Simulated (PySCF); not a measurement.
# Working out the ionisation energy of As

As [Ar] 3d10 4s2 4p3 (4S) → As⁺ [Ar] 3d10 4s2 4p2 (3P). Computed with PySCF 2.14 in dyall-v3z (23s16p10d1f, 128 functions), with scalar relativity by spin-free X2C-1e. Frozen: [Ar] 3d10; the 62 highest virtual orbitals dropped. Energies in hartree (1 hartree = 27.21139 eV):

```
             part    As (lower)   As⁺ (upper)
              UHF  -2259.087666  -2258.741812
MP2 opposite-spin     -0.052586     -0.045325
    MP2 same-spin     -0.019313     -0.009021
```

Problem. What does Hartree-Fock give?

Solution. (-2258.741812) − (-2259.087666) = 0.345854 hartree = 9.411 eV.

Problem. What do MP2 and SCS-MP2 (6/5 opposite-spin, 1/3 same-spin) give?

Solution. The opposite-spin parts differ by 0.198 eV and the same-spin parts by 0.280 eV. MP2: 9.411 + (0.198) + (0.280) = 9.889 eV. SCS-MP2: 9.411 + 1.2 × (0.198) + (0.280)/3 = 9.742 eV.

Measured between the centres of the two terms (NIST): 10.008 eV, so MP2 (valence) is off by -0.119 eV.

What remains against the reference includes basis incompleteness, the frozen core and correlation beyond second order.
